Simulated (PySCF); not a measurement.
BeF2: bend–stretch map

Method: PySCF, PBE0, basis Be def2-TZVP, F def2-TZVP (no relativity, density fitting).

Rigid scan from the singlet minimum (Be–F 1.378 Å (×2); F–Be–F 180.0°). Coordinate: rows scale both bonds, columns set the F–Be–F angle. Energies in kJ/mol from the minimum.

Rows run from the largest first scale (top) to the smallest, columns from the smallest angle to the largest. Lower edges of the bins (kJ/mol): '0' 0.0, '1' 2.3, '2' 5.9, '3' 11.5, '4' 20.6, '5' 34.9, '6' 57.5, '7' 93.4, '8' 150.3, '9' 240.5; top 383.
```
9877655
9876544
9875421
9875410
9876432
9876544
```

Task: Give the energies on the grid of the scan.

Result: 
| scale \ angle | 90 | 105 | 120 | 135 | 150 | 165 | 180 |
| --- | --- | --- | --- | --- | --- | --- | --- |
| 0.94 | 383 | 220 | 133 | 82 | 51 | 34 | 29 |
| 0.97 | 330 | 185 | 106 | 58 | 28 | 12 | 7 |
| 1.00 | 297 | 167 | 94 | 49 | 21 | 5 | 0 |
| 1.03 | 280 | 163 | 96 | 53 | 26 | 10 | 6 |
| 1.06 | 276 | 169 | 107 | 66 | 40 | 25 | 21 |
| 1.10 | 285 | 191 | 134 | 96 | 71 | 57 | 52 |

The bond scale of lowest energy on the grid is 1.06 at 90°, 1.03 at 105°, 1.00 at 120°, 1.00 at 135°, 1.00 at 150°, 1.00 at 165°, 1.00 at 180°.

The scan took 21 s on 2 threads of a shared Intel Xeon Gold 6455B (Sapphire Rapids) host; the process peaked at 0.76 GiB. Launch command: `OMP_NUM_THREADS=2 python axn.py task.json out`.
